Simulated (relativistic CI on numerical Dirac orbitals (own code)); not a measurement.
## One change at a time: Ar10+

Base calculation: Dirac-Coulomb-Breit CI, KLI orbitals optimised for each configuration, model QED (radiative potential, 1s self-energy scaled to tabulated hydrogen-like ionisation energies), unscaled Slater integrals.

Configurations in the expansion (outside the closed core 1s2): 2s2 2p4, 2s 2p5, 2p6, 2s2 2p3 3s, 2p5 3s, 2s2 2p3 3p, 2p5 3p, 2s2 2p3 3d, 2p5 3d, 2s 2p4 3s, 2s 2p4 3p, 2s 2p4 3d, 2s2 2p3 4s, 2s2 2p3 4p, 2s2 2p3 4d, 2s2 2p3 4f. Levels of other configurations are missing.

Variants: (1) Breit term removed; (2) one mean potential for all configurations. Shifts of the energy above 2s2 2p4 3P_2, in cm⁻¹, for the lowest level and the first level of each name with at least 55 % of one term (blank where a level changes its place among those of its configuration and J or its character, or is not in the variant):

```tsv
Level	Base	Δ(1)	Δ(2)
2s2 2p4 3P_2	0	0	0
2s2 2p4 3P_1	14372	+196	+28
2s2 2p4 3P_0	18223	+285	+26
2s2 2p4 1D_2	74433	+463	-76
2s2 2p4 1S_0	148301	-117	-159
2s 2p5 3P°_2	535950	-255	-86
2s 2p5 3P°_1	548238	+220	-84
2s 2p5 3P°_0	555210	+283	-84
2s 2p5 1P°_1	746686	-72	-63
2p6 1S_0	1266415	-519	+415
2s2 2p3 3s 5S°_2	2475993	+1338	+19561
2s2 2p3 3s 3S°_1	2511888	+1315	+21714
2s2 2p3 3s 3D°_1	2583801	+864	+16722
2s2 2p3 3s 3D°_2	2584247	+1111	+16722
2s2 2p3 3s 3D°_3	2586532	+1972	+16956
2s2 2p3 3s 1D°_2	2602608	+1574	+17796
2s2 2p3 3p 5P_1	2612908	+1100	+18206
2s2 2p3 3p 5P_2	2614039	+1254	+18205
2s2 2p3 3p 5P_3	2616393	+1424	+18212
2s2 2p3 3s 3P°_0	2634075	+1018	+15242
2s2 2p3 3s 3P°_1	2635550	+1213	+15368
2s2 2p3 3s 3P°_2	2639784	+1692	+15771
```

At this charge energies of transitions that change n are usually good to better than 1 %, and those within a shell (Δn = 0) to a few per cent.

Ionisation energy from the two ground configurations alone: base 538.251 eV; Breit term removed 538.452 eV. The NIST ASD value (semi-empirical) is 540.4 eV.

LS names give the leading component of a level, which can be under half, so a name can repeat, a term be missing and a line seem to break the LS rules.
